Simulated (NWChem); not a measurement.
All runs are NWChem calculations. System: disulfane (H$_{2}$S$_{2}$), charge 0, spin multiplicity 1, at a geometry optimised with PBE0/def2-SVP. Level: EOM-CCSD/def2-SVPD, 10 core orbitals frozen.

Job file:

```
start mol
memory heap 100 mb stack 700 mb global 1900 mb
geometry units angstroms nocenter noautoz
  S      0.915485     0.485508     0.055298
  S     -0.915485    -0.485508     0.055298
  H      1.536619    -0.268029    -0.884767
  H     -1.536619     0.268029    -0.884767
  symmetry group C2
end
basis spherical
  * library def2-svpd
end
scf
  rhf
  nopen 0
  maxiter 100
  thresh 1e-7
  semidirect memsize 60000000 filesize 0
end
tce
  freeze core 10
  ccsd
  nroots 2
  2eorb
  2emet 13
  thresh 1e-5
  maxiter 200
  tilesize 24
  dipole
end
task tce energy
```

NWChem printed:

```
             Northwest Computational Chemistry Package (NWChem) 7.3.0
             --------------------------------------------------------

                                NWChem Input Module
                                -------------------

 Scaling coordinates for geometry "geometry" by  1.889725989
 (inverse scale =  0.529177249)

 Turning off AUTOSYM since
 SYMMETRY directive was detected!

                             Geometry "geometry" -> ""
                             -------------------------

 Output coordinates in angstroms (scale by  1.889725989 to convert to a.u.)

  No.       Tag          Charge          X              Y              Z
 ---- ---------------- ---------- -------------- -------------- --------------
    1 S                   16.0000     0.91548500     0.48550800     0.05529800
    2 S                   16.0000    -0.91548500    -0.48550800     0.05529800
    3 H                    1.0000     1.53661900    -0.26802900    -0.88476700
    4 H                    1.0000    -1.53661900     0.26802900    -0.88476700

 Effective nuclear repulsion energy (a.u.)      84.4531529072

            Nuclear Dipole moment (a.u.)
            ----------------------------
        X                 Y               Z
 ---------------- ---------------- ----------------
     0.0000000000     0.0000000000     0.0000037795

      Symmetry information
      --------------------

 Group name             C2
 Group number              4
 Group order               2
 No. of unique centers     2

      Symmetry unique atoms

     1    3


 Summary of "ao basis" -> "" (spherical)
 ------------------------------------------------------------------------------
       Tag                 Description            Shells   Functions and Types
 ---------------- ------------------------------  ------  ---------------------
 *                         def2-svpd                  on all atoms

 Summary of "ao basis" -> "ao basis" (spherical)
 ------------------------------------------------------------------------------
       Tag                 Description            Shells   Functions and Types
 ---------------- ------------------------------  ------  ---------------------
 S                         def2-svpd                11       27   5s4p2d
 H                         def2-svpd                 4        8   2s2p

                                 NWChem SCF Module
                                 -----------------

  ao basis        = "ao basis"
  functions       =    70
  atoms           =     4
  closed shells   =    17
  open shells     =     0
  charge          =   0.00
  wavefunction    = RHF
  use symmetry    = T
  symmetry adapt  = T

 Summary of "ao basis" -> "ao basis" (spherical)
 ------------------------------------------------------------------------------
       Tag                 Description            Shells   Functions and Types
 ---------------- ------------------------------  ------  ---------------------
 S                         def2-svpd                11       27   5s4p2d
 H                         def2-svpd                 4        8   2s2p

      Symmetry analysis of basis
      --------------------------

        a          35
        b          35

 Forming initial guess at       0.1s

      Superposition of Atomic Density Guess
      -------------------------------------

 Sum of atomic energies:        -795.70194042

      Non-variational initial energy
      ------------------------------

 Total energy =    -796.112952
 1-e energy   =   -1267.412979
 2-e energy   =     386.846873
 HOMO         =      -0.292157
 LUMO         =      -0.020746

      Symmetry analysis of molecular orbitals - initial
      -------------------------------------------------

  Numbering of irreducible representations:

     1 a           2 b

  Orbital symmetries:

     1 b           2 a           3 a           4 b           5 a
     6 b           7 a           8 b           9 a          10 b
    11 a          12 b          13 a          14 b          15 a
    16 b          17 a          18 b          19 a          20 b
    21 b          22 a          23 a          24 b          25 a
    26 b          27 a

 Starting SCF solution at       0.4s

 ----------------------------------------------
         Quadratically convergent ROHF

 Convergence threshold     :          1.000E-07
 Maximum no. of iterations :          100
 Final Fock-matrix accuracy:          1.000E-09
 ----------------------------------------------

              iter       energy          gnorm     gmax       time
             ----- ------------------- --------- --------- --------
                 1     -795.9535140388  4.62D-01  1.18D-01      0.4
                 2     -795.9763330706  1.40D-01  3.51D-02      0.4
                 3     -795.9787384812  6.23D-03  1.34D-03      0.5
                 4     -795.9787445779  1.57D-05  3.73D-06      0.6
                 5     -795.9787445780  2.09D-09  5.46D-10      0.8

       Final RHF  results
       ------------------

         Total SCF energy =   -795.978744577992
      One-electron energy =  -1268.101060189964
      Two-electron energy =    387.669162704787
 Nuclear repulsion energy =     84.453152907184

        Time for solution =      0.4s

       Symmetry analysis of molecular orbitals - final
       -----------------------------------------------

  Numbering of irreducible representations:

     1 a           2 b

  Orbital symmetries:

     1 b           2 a           3 a           4 b           5 a
     6 b           7 a           8 b           9 a          10 b
    11 a          12 b          13 a          14 b          15 a
[...]
    26b   (alpha) ---    16b   (alpha)       -0.1777010940

 Doubles contributions

 Excited state root  2
 Excitation energy / hartree =        0.227018471512871
                   / eV      =        6.177489550353307

 EOM-CCSD transition moments / hartree
 --------------------------------------------
 X    0.0000000 Y    0.0000000 Z    0.3075601
 Oscillator Strength                0.0143163
 --------------------------------------------

 EOM-CCSD dipole moments / hartree & Debye
 ------------------------------------
   X         0.0000000      0.0000000
   Y         0.0000000      0.0000000
   Z        -0.2860539     -0.7270820
 Total       0.2860539      0.7270820
 ------------------------------------

 Singles contributions
    19a   (alpha) ---    17a   (alpha)        0.7762140699
    21a   (alpha) ---    17a   (alpha)       -0.1503644476
    22a   (alpha) ---    17a   (alpha)       -0.3431215596
    28a   (alpha) ---    17a   (alpha)       -0.1756388641
    33a   (alpha) ---    17a   (alpha)        0.1042688843
    18b   (alpha) ---    16b   (alpha)        0.1207315709
    20b   (alpha) ---    16b   (alpha)       -0.1035327975
    23b   (alpha) ---    16b   (alpha)        0.1356632178
    26b   (alpha) ---    16b   (alpha)       -0.1470460152

 Doubles contributions

 =========================================
 Excited-state calculation ( b   symmetry)
 =========================================
 Dim. of EOMCC iter. space      500

 EOMCCSD SOLVER TYPE  1
  maxdiff =   0.46561622768448052

 No. of initial right vectors    2

 EOM-CCSD right-hand side iterations
 --------------------------------------------------------------
      Residuum       Omega / hartree  Omega / eV    Cpu    Wall
 --------------------------------------------------------------

 Iteration   1 using    2 trial vectors
   0.4331205662426   0.3171646641258    8.63049
   0.4347049721842   0.3468972009992    9.43956     0.8     0.8

 Iteration   2 using    4 trial vectors
   0.1150686009867   0.2220868968189    6.04329
   0.0990878466376   0.2513045486955    6.83835     0.8     0.8

 Iteration   3 using    6 trial vectors
   0.1130151354349   0.1998997384446    5.43955
   0.0730593389315   0.2415965339203    6.57418     1.0     1.0

 Iteration   4 using    8 trial vectors
   0.0512072485085   0.1864717527602    5.07416
   0.0545169619845   0.2339352285737    6.36570     1.0     1.0

 Iteration   5 using   10 trial vectors
   0.0253008897338   0.1833812388641    4.99006
   0.0355406856718   0.2291797059733    6.23630     1.0     1.0

 Iteration   6 using   12 trial vectors
   0.0166861856749   0.1828188957957    4.97476
   0.0201415518898   0.2283251126269    6.21305     1.0     1.0

 Iteration   7 using   14 trial vectors
   0.0101448717336   0.1825693532572    4.96797
   0.0139294574374   0.2279043020471    6.20159     1.1     1.1

 Iteration   8 using   16 trial vectors
   0.0057604664685   0.1824598189470    4.96499
   0.0104771159017   0.2275573522543    6.19215     1.0     1.0

 Iteration   9 using   18 trial vectors
   0.0024861151295   0.1824659436334    4.96515
   0.0062019056827   0.2275040688656    6.19070     1.0     1.0

 Iteration  10 using   20 trial vectors
   0.0009392174497   0.1824451167642    4.96459
   0.0026308073024   0.2274331610515    6.18877     1.0     1.0

 Iteration  11 using   22 trial vectors
   0.0003882758138   0.1824449915482    4.96458
   0.0011814362972   0.2274325396374    6.18876     1.0     1.0

 Iteration  12 using   24 trial vectors
   0.0001702504009   0.1824456464892    4.96460
   0.0006513559828   0.2274391042210    6.18894     1.0     1.0

 Iteration  13 using   26 trial vectors
   0.0000792128479   0.1824451905316    4.96459
   0.0003908996004   0.2274343575089    6.18881     1.1     1.1

 Iteration  14 using   28 trial vectors
   0.0000385965533   0.1824454063072    4.96459
   0.0002187139483   0.2274358974990    6.18885     1.0     1.0

 Iteration  15 using   30 trial vectors
   0.0000157690061   0.1824453502804    4.96459
   0.0001126013093   0.2274359655310    6.18885     1.0     1.0

 Iteration  16 using   32 trial vectors
   0.0000062655018   0.1824453523411    4.96459
   0.0000596383655   0.2274355558661    6.18884     1.0     1.0

 Iteration  17 using   33 trial vectors
   0.0000049909558   0.1824453568182    4.96459
   0.0000304633107   0.2274356044142    6.18884     0.6     0.6

 Iteration  18 using   34 trial vectors
   0.0000047175598   0.1824453611127    4.96459
   0.0000137987990   0.2274355666932    6.18884     0.6     0.6

 Iteration  19 using   35 trial vectors
   0.0000046489423   0.1824453629443    4.96459
   0.0000060128336   0.2274355975176    6.18884     0.5     0.5
 --------------------------------------------------------------
 Iterations converged
 ------------------

 Excited state root  1
 Excitation energy / hartree =        0.182445362944325
                   / eV      =        4.964593037686289
 largest EOMCCSD amplitudes: R1 and R2

 Singles contributions
    18b   (alpha) ---    17a   (alpha)        0.7213166704
    23b   (alpha) ---    17a   (alpha)       -0.3726976649
    25b   (alpha) ---    17a   (alpha)       -0.3779278843
    26b   (alpha) ---    17a   (alpha)       -0.1853721960

 Doubles contributions
 ------------------

 Excited state root  2
 Excitation energy / hartree =        0.227435597517620
                   / eV      =        6.188840131292149
 largest EOMCCSD amplitudes: R1 and R2

 Singles contributions
    19a   (alpha) ---    16b   (alpha)        0.7643221181
    21a   (alpha) ---    16b   (alpha)       -0.1397026994
    22a   (alpha) ---    16b   (alpha)       -0.3473447328
    28a   (alpha) ---    16b   (alpha)       -0.1705176757
    33a   (alpha) ---    16b   (alpha)        0.1029837443
    18b   (alpha) ---    17a   (alpha)        0.1368466940
    20b   (alpha) ---    17a   (alpha)       -0.1167201775
    23b   (alpha) ---    17a   (alpha)        0.1483788740
    26b   (alpha) ---    17a   (alpha)       -0.1645565537

 Doubles contributions

 No. of initial left vectors    2

 EOM-CCSD left-hand side iterations
 --------------------------------------------------------------
      Residuum       Omega / hartree  Omega / eV    Cpu    Wall
 --------------------------------------------------------------

 Iteration   1 using    2 trial vectors
   0.4802094901843   0.3171646641258    8.63049
   0.4873799804148   0.3468972009992    9.43956     1.4     1.4

 Iteration   2 using    4 trial vectors
   0.1206854952446   0.2236840573935    6.08676
   0.1053595567172   0.2520957715148    6.85988     1.3     1.3

 Iteration   3 using    6 trial vectors
   0.1159582930668   0.2014762172824    5.48245
   0.0747417024399   0.2424444939160    6.59725     1.3     1.3

 Iteration   4 using    8 trial vectors
   0.0535297697124   0.1870900842229    5.09098
   0.0560063877329   0.2345527044565    6.38251     1.3     1.3

 Iteration   5 using   10 trial vectors
   0.0260073452021   0.1835355336289    4.99426
   0.0371068110384   0.2291418547154    6.23527     1.4     1.4

 Iteration   6 using   12 trial vectors
   0.0170743970244   0.1828425210608    4.97540
   0.0204769849376   0.2283549833533    6.21386     1.3     1.3

 Iteration   7 using   14 trial vectors
   0.0105484285149   0.1825390755239    4.96714
   0.0145207952759   0.2278935272649    6.20130     1.3     1.3

 Iteration   8 using   16 trial vectors
   0.0060112500870   0.1824278780418    4.96412
   0.0108344653610   0.2275349657303    6.19154     1.4     1.4

 Iteration   9 using   18 trial vectors
   0.0026247387286   0.1824694371976    4.96525
   0.0066260547998   0.2275337092141    6.19151     1.4     1.4

 Iteration  10 using   20 trial vectors
   0.0009884831909   0.1824452233040    4.96459
   0.0028195718101   0.2274314223670    6.18873     1.3     1.3

 Iteration  11 using   22 trial vectors
   0.0004099819702   0.1824458745124    4.96461
   0.0012559109985   0.2274322997586    6.18875     1.4     1.4

 Iteration  12 using   24 trial vectors
   0.0001804577674   0.1824457706429    4.96460
   0.0006875731802   0.2274411033911    6.18899     1.4     1.4

 Iteration  13 using   26 trial vectors
   0.0000834406779   0.1824448742239    4.96458
   0.0004120559085   0.2274334992785    6.18878     1.4     1.4

 Iteration  14 using   28 trial vectors
   0.0000407758798   0.1824454604163    4.96460
   0.0002291750921   0.2274362803918    6.18886     1.4     1.4

 Iteration  15 using   30 trial vectors
   0.0000166246035   0.1824452695416    4.96459
   0.0001177374018   0.2274359787063    6.18885     1.3     1.3

 Iteration  16 using   32 trial vectors
   0.0000065864314   0.1824453139686    4.96459
   0.0000628604512   0.2274353557732    6.18883     1.3     1.3

 Iteration  17 using   33 trial vectors
   0.0000052665262   0.1824453353103    4.96459
   0.0000320933361   0.2274355988265    6.18884     0.7     0.7

 Iteration  18 using   34 trial vectors
   0.0000049797464   0.1824453412976    4.96459
   0.0000146798221   0.2274355758472    6.18884     0.7     0.7

 Iteration  19 using   35 trial vectors
   0.0000049122234   0.1824453407981    4.96459
   0.0000064772742   0.2274356066583    6.18884     0.7     0.7
 --------------------------------------------------------------
 Iterations converged

 Excited state root  1
 Excitation energy / hartree =        0.182445362944325
                   / eV      =        4.964593037686289

 EOM-CCSD transition moments / hartree
 --------------------------------------------
 X    0.1420662 Y    0.2814012 Z    0.0000000
 Oscillator Strength                0.0120863
 --------------------------------------------

 EOM-CCSD dipole moments / hartree & Debye
 ------------------------------------
   X         0.0000000      0.0000000
   Y         0.0000000      0.0000000
   Z         0.5197379      1.3210519
 Total       0.5197379      1.3210519
 ------------------------------------

 Singles contributions
    18b   (alpha) ---    17a   (alpha)        0.7213166704
    23b   (alpha) ---    17a   (alpha)       -0.3726976649
    25b   (alpha) ---    17a   (alpha)       -0.3779278843
    26b   (alpha) ---    17a   (alpha)       -0.1853721960

 Doubles contributions

 Excited state root  2
 Excitation energy / hartree =        0.227435597517620
                   / eV      =        6.188840131292149

 Task  times  cpu:       92.1s     wall:       92.1s

 Total times  cpu:       92.1s     wall:       92.1s
```
